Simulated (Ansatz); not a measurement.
Reactions of `CN=C(O)OC`.

Isolated molecules relaxed with PBE0-D4/def2-TZVP in Ansatz; ΔE leaves out vibrations. CBS: MP2 limit from def2 TZ/QZ plus the TZ coupled-cluster correction, frozen cores. This one scheme is used for every species. Double bonds are as drawn, so ΔE can hold a change between cis and trans. Triplets are unrestricted, without spin–orbit coupling. One conformer a species, not always the lowest.

Order these by ΔE at CCSD(T)/CBS, lowest first. (Best estimate.)
A. `C/N=C(\O)OC` + `N=CO` → `COC=N` + `COC(=N)O`
B. `C/N=C(\O)OC` → `CO/C=C(/N)O`
C. `C/N=C(\O)OC` → `[CH2]` (triplet) + `COC(=N)O`
D. `C/N=C(\O)OC` + `C=N` → `C=N/C(O)=N\C` + CH₃OH
E. `C/N=C(\O)OC` + `NB(F)S` → `CSB(N)F` + `CN=C(O)O`
F. `C/N=C(\O)OC` → `[CH2]` (triplet) + `CN=C(O)O`
G. `C/N=C(\O)OC` → `CC(O)NC=O`
H. `C/N=C(\O)OC` + `CCCC(C)=O` → `CC(=O)CC(C)C` + `CN=C(O)O`

G (-70.9 kJ/mol), H (-54.7 kJ/mol), E (-33.9 kJ/mol), D (+1.1 kJ/mol), A (+11.1 kJ/mol), B (+53.3 kJ/mol), F (+390.6 kJ/mol), C (+403.1 kJ/mol).

Largest T1 diagnostic: 0.014, for `C=N/C(O)=N\C`.
